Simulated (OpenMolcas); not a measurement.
Mo2+ among 6 point charges of -1 e arranged as a tetragonal octahedron (D4h), 2.22 Å from the ion, with the axial distance 1.954 Å.
```
   2.2200    0.0000    0.0000  -1.00
   0.0000    2.2200    0.0000  -1.00
  -2.2200    0.0000    0.0000  -1.00
   0.0000   -2.2200    0.0000  -1.00
   0.0000    0.0000    1.9536  -1.00
   0.0000    0.0000   -1.9536  -1.00
```

```yaml
Program: OpenMolcas 26.06
Method: "SS-CASPT2, IPEA 0.25 Eh, imaginary shift 0.1 Eh (closed shells correlated: 4s 4p)"
Basis: ANO-RCC-VDZP [6s5p3d1f]
Scalar_Hamiltonian: DKH2, point nucleus
Active_space: 4 electrons in 5 orbitals (4d)
State_averaging: 2S+1 = 5 even, 5 roots; 2S+1 = 3 even, 45 roots; 2S+1 = 1 even, 50 roots
Spin-orbit_coupling: state interaction with AMFI integrals over the reference wave functions
```

Problem. What is the spin-free ground state (labels of D4, the rotations of D4h)?

Solution. 5A1, 1-fold in its orbital part, 100 % from free-ion D terms; it has the highest spin that d4 allows.

Problem. Where is the first state of the same spin?

Solution. 5B1 at 5050 cm-1 above the ground state.

Problem. What are the lowest two levels with spin-orbit coupling?

Solution. A 1-fold level A1, then a 2-fold level E 30 cm-1 above it. Their leading multiplicities are 5 (99 %) and 5 (99 %).

Problem. What is χT at 300 K, and how does it compare with the textbook value?

Solution. The lowest level has 2S+1 = 5, for which the spin-only value is χT = S(S+1) / 2 = 3.000 cm3 K/mol (g = 2). The computed 2.765 at 300 K differs by -0.235, through orbital momentum, spin-orbit coupling and any other state in reach.

Over all roots computed the reference weight is 0.83 to 0.94; the roots of lowest weight are the least certain, and an intruder state may touch them. Point charges give a weaker field than real ligands, and real ions of this kind are as a rule low spin; the high spin found here belongs to the model. Free-ion shares, where given, are those of the reference states; single-state CASPT2 does not remix them. This is an electrostatic model: the charges have no orbitals. No measured value stands beside these numbers.
